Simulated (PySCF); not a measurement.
Isomers C8H12:

A. `CCC1=CC=CCC1`
B. 1,5,5-trimethylcyclopentadiene (CC1=CC=CC1(C)C)
C. `CCC#C/C=C/CC`

Spectrum 1. $^{1}$H NMR (400 MHz, computed): δ 6.53 (m, 1H), 6.49 (m, 1H), 6.20 (d, 1H), 2.02 (s, 3H), 1.09 (s, 6H). $^{13}$C{$^{1}$H} NMR (computed): δ 164.3 (C), 155.2 (CH), 135.9 (CH), 131.9 (CH), 55.5 (C), 24.1 (CH3), 15.3 (CH3).

Spectrum 2. $^{1}$H NMR (400 MHz, computed): δ 6.36 (m, 1H), 5.72 (d, 1H), 2.49 (q, 2H), 2.17 (m, 2H), 1.23 (t, 3H), 1.06 (t, 3H). $^{13}$C{$^{1}$H} NMR (computed): δ 155.3 (CH), 116.5 (CH), 100.0 (C), 86.2 (C), 32.9 (CH2), 17.2 (CH3), 17.1 (CH3), 16.5 (CH2).

Spectrum 3. $^{1}$H NMR (400 MHz, computed): δ 6.21 (m, 1H), 6.03 (d, 1H), 5.90 (m, 1H), 2.26 (q, 2H), 2.24 (m, 2H), 2.11 (m, 2H), 1.04 (t, 3H). $^{13}$C{$^{1}$H} NMR (computed): δ 149.6 (C), 132.8 (CH), 130.7 (CH), 125.8 (CH), 37.7 (CH2), 29.8 (CH2), 26.5 (CH2), 15.2 (CH3).

PySCF calculation with coordinates at the GFN2-xTB level and σ from GIAO-PBE0/pcSseg-1; a single conformation, no solvent model, rapidly exchanging positions averaged, relativity neglected.

Scale: TMS for $^{1}$H (σref 31.72), $^{13}$C (σref 186.93) (reference shieldings calculated alike). Where no couplings were computed, multiplicities follow the n + 1 count of equivalent neighbours, and m marks all less simple cases (inequivalent or close neighbours, rings, F or P nearby). Shifts are as computed. Against solution values, carbons near 30 ppm lie about +3 ppm off and those near 130 ppm about +5 ppm (rms about the fit 2.1 ppm; single classes can miss by 10 ppm). Of 1328 compounds with measured shifts, 309 miss one by over three times the rms of a fit or turn the order of signals round; such compounds aren't used in these exercises. Signals without a measured value on file couldn't be tested in this way; 1H shifts scatter by 0.2 ppm about their fit, and single ones miss by 0.5 ppm.

Which spectrum belongs to which compound?

## Answers

1–B, 2–C, 3–A.

- Spectrum 1 (B): 7 $^{13}$C signals; δC 164.3 is a fully substituted alkene carbon; δC 155.2 is an alkene CH.
- Spectrum 2 (C): 8 $^{13}$C signals; δC 155.3 is an alkene CH; δC 116.5 is an alkene CH.
- Spectrum 3 (A): 8 $^{13}$C signals; δC 149.6 is a fully substituted alkene carbon; δC 132.8 is an alkene CH.
